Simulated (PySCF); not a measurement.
**[W(OH)4(CH3)2] (charge 0, multiplicity 1)**

Level of theory: TPSSh-D3(BJ)/def2-TZVP // BP86-D3(BJ)/def2-SVP (PySCF 2.14.0).

- HOMO: -6.83 eV
- dipole moment: 2.07 D
- HOMO–LUMO gap: 4.26 eV
- LUMO: -2.57 eV
- charge on the central atom (Mulliken): 1.40 e
- total energy: -450.5351 Ha
- cost: around 16 core-minutes (rough)

```xyz
17

W      0.2201    -0.6476     0.2714
O     -0.4450    -2.3072    -0.4070
H     -1.4203    -2.3241    -0.5345
O      0.6279    -0.8549     2.1177
H      1.0437    -0.2103     2.7224
O      2.0724    -0.9695    -0.1362
H      2.4943    -0.8508    -1.0069
O     -1.7461    -0.4179     0.1078
H     -2.0736     0.4798     0.3045
C     -0.0570     1.4270     0.9893
H     -0.5381     2.1239     0.2743
H      0.9801     1.8043     1.1594
H     -0.5980     1.4727     1.9585
C      0.4260     0.5132    -1.5706
H      1.2510     1.2522    -1.5368
H     -0.5119     1.0360    -1.8385
H      0.6438    -0.2326    -2.3694
```
Charge 0, spin multiplicity 1.
